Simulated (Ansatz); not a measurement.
Saddle point of BSiNH₈O, singlet (SiH₄O ([OH][SiH3]) + BNH₄ ([BH2][NH2]) → BSiH₅O ([BH2][O][SiH3]) + NH₃ (still joined by a long B–N bond); bonds formed: B1–O6, N2–H5; bonds broken: H5–O6; bonds weakened to dative contacts: B1–N2), PBE0-D4/def2-TZVP structure:

B1  (0.846, -0.766, 0.150)
N2  (1.689, 0.323, -0.552)
H3  (1.345, -1.249, 1.129)
H4  (0.274, -1.513, -0.607)
H5  (0.553, 0.916, 0.029)
O6  (-0.230, 0.384, 0.644)
Si7  (-1.854, 0.290, 0.299)
H8  (2.595, 0.528, -0.156)
H9  (1.756, 0.280, -1.558)
H10  (-2.493, 1.540, 0.777)
H11  (-2.068, 0.150, -1.165)
H12  (-2.414, -0.883, 1.009)
(Å)

Energies are electronic, without zero-point energy. Barriers and step energies count from the start structure reached by relaxing down the imaginary mode; all methods use the PBE0-D4 structures, on which another method's saddle can fall below an end. Ansatz 0.2.0; basis: def2-TZVPP, with def2-QZVPP for the basis limit; cores frozen in the correlated methods. B3LYP uses VWN-RPA correlation. Extrapolation: Hartree–Fock as exp(−7.88 √X), correlation as X^−2.97.

| method | barrier (eV) | step energy (eV) |
| --- | --- | --- |
| SPW92 | 0.096 | -0.817 |
| PBE-D4 | 0.497 | -0.549 |
| BLYP-D4 | 0.703 | -0.419 |
| r2SCAN-D4 | ? | -0.601 |
| B97M-V | 0.735 | -0.602 |
| PBE0-D4 | 0.564 | -0.608 |
| B3LYP-D4 | ? | -0.480 |
| r2SCAN0-D4 | 0.605 | -0.636 |
| BHLYP-D4 | 0.825 | -0.540 |
| CAM-B3LYP-D4 | 0.696 | -0.536 |
| wB97X-V | 0.660 | -0.573 |
| wB97M-V | ? | -0.554 |
| B2PLYP | 0.745 | -0.494 |
| PBE-QIDH | 0.594 | -0.649 |
| RPA on PBE | 0.680 | -0.543 |
| HF | 1.271 | -0.380 |
| MP2 | 0.594 | -0.603 |
| CCSD | 0.754 | -0.562 |
| CCSD(T) | 0.668 | -0.578 |

Fill in the withheld barriers. (An estimate is asked for; the value comes from the calculation.)

Computed: wB97M-V 0.658; r2SCAN-D4 0.564; B3LYP-D4 0.736 eV. Each is the energy of the saddle less that of the start structure, by the same method.

For comparison, the barrier by CCSD(T) at an estimated basis limit (MP2 extrapolated from triple and quadruple zeta, plus CCSD(T) − MP2 in triple zeta) is 0.690 eV.

No T1 diagnostic of these runs exceeds 0.013.

The step is the kind of ligand exchange by which a precursor binds to a hydroxyl group, or is hydrolysed, in atomic layer deposition of oxides.

Labels in which every atom is bracketed show which atoms are joined, not bond orders.

For scale, one of the runs: CCSD(T)/def2-TZVPP, 247 basis functions, launched by `ansatz run in.yaml --threads 4 --pin off --events-out ev --progress --plain --max-ram 9574MiB`. The run took 2.1 min on 4 CPU threads of an Intel Xeon (shared host), with 5.1 GiB of host memory at its peak.
